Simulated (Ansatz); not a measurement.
Ideal-gas functions of C₂H₄BrFO (`COC(F)Br`) at 500 K and 1 bar, from an Ansatz frequency run at PBE0-D4/def2-TZVP.

Molar mass 142.96 g/mol, point group C1 (symmetry number 1), electronic degeneracy 1, moments of inertia 67.254, 299.563, 353.32 u Å². Harmonic wavenumbers (cm⁻¹, unscaled): 94, 163, 238, 313, 335, 594, 782, 1018, 1057, 1162, 1174, 1236, 1294, 1371, 1473, 1483, 1501, 3034, 3072, 3114, 3173.

Use S(trans) = R[1.5 ln M + 2.5 ln T − 1.1517]; rotational temperatures θ = 24.2544 K / I; S(rot) = R[ln(√π/σ · √(T³/θAθBθC)) + 1.5]; for each mode x = 1.438777 ν̃/T, S = R[x/(eˣ − 1) − ln(1 − e⁻ˣ)] and H = RT x/(eˣ − 1); 1 cm⁻¹ = 0.0119627 kJ/mol; R = 8.31446 J/(mol·K).

By hand: the entropy, in J/(mol·K).

Translation 181.5. Rotation: θ = 0.3606, 0.081, 0.0686 K, giving 120.6. Vibration, mode by mode: 19.21, 14.68, 11.62, 9.46, 8.93, 4.80, 3.13, 1.83, 1.68, 1.32, 1.28, 1.11, 0.97, 0.81, 0.64, 0.62, 0.60, 0.01, 0.01, 0.01, 0.01, in all 82.7. Electronic 0.0. Sum 384.8 J/(mol·K).

By hand: H − E and G − E in kJ/mol, counted from the electronic energy.

Zero-point energy ½ × 27681 × 0.0119627 = 165.6; thermal vibration 21.7; translation, rotation and pV give 4 RT = 16.6. H − E = 203.9 kJ/mol, and G − E = 203.9 − 500 × 384.8/1000 = 11.5 kJ/mol.

Vibration gives 21 % of the entropy, 19.2 J/(mol·K) of it from the mode under 150 cm⁻¹: soft modes count most, and the harmonic formula is weakest for them. The sum counts one conformer and one mirror image; others add a mixing term.
